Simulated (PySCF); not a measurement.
## Electron correlation in Gd⁵⁰⁺ (gadolinium, charge +50)

Starting occupation: [Ne] 3s2 3p2, 3p1/2 with m_j = -1/2, +1/2. All numbers are calculated (PySCF 2.14, X2C-1e with screened-nucleus spin-orbit coupling, Gaussian nucleus, in an even-tempered Gaussian basis (18 s from 13 bohr⁻², ratio 2.4; 14 p from 17 bohr⁻², ratio 2.4; 4 d from 59 bohr⁻², ratio 2.6; 4 f from 88 bohr⁻², ratio 2.6)). Frozen: 1s2; 12 electrons correlated; the 54 highest virtual spinors left out.

MP2 pair energies summed by pair of shells (mhartree):

```csv
pair,energy,share (%)
2p3/2-2p3/2,-96.50,17.4
2p1/2-2p3/2,-90.68,16.3
3s1/2-3s1/2,-59.34,10.7
3p1/2-3s1/2,-53.62,9.6
2p3/2-2s1/2,-42.13,7.6
3p1/2-3p1/2,-40.82,7.3
2p3/2-3p1/2,-39.79,7.2
2p3/2-3s1/2,-35.41,6.4
2p1/2-2p1/2,-21.18,3.8
2p1/2-2s1/2,-19.72,3.5
2p1/2-3p1/2,-13.43,2.4
2p1/2-3s1/2,-13.09,2.4
2s1/2-2s1/2,-11.32,2.0
2s1/2-3p1/2,-10.32,1.9
2s1/2-3s1/2,-8.48,1.5
```

Total MP2 correlation energy: -555.83 mhartree.

At this charge the one-electron X2C treatment keeps the bare 1/r₁₂, with no two-electron picture change or Breit term. The effect here is smaller than on the frozen 1s shell.
